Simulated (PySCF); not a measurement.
A calculated (M06-2X, PySCF 2.14, Sapporo-DKH3-DZP-2012, scalar relativity by spin-free X2C-1e) atom or ion has these occupied shells.

```csv
shell,electrons,orbital energy (eV),"rms radius, mean of both spins (bohr)"
1s α,1,-8301.8,0.0624
1s β,1,-8301.8,0.0624
2s α,1,-1013.9,0.266
2s β,1,-1012.3,0.266
2p α,3,-874.37,0.238
2p β,3,-872.94,0.238
3s α,1,-123.66,0.797
3s β,1,-121.00,0.797
3p α,3,-82.435,0.847
3p β,3,-78.873,0.847
3d α,5,-15.495,1.14
3d β,3,-13.266,1.14
4s α,1,-6.703,3.20
4s β,1,-6.629,3.20
```

Problem. Name the element and its charge.

Solution. Ni (nickel, neutral), in [Ar] 3d8 4s2, high-spin 3F determinant.
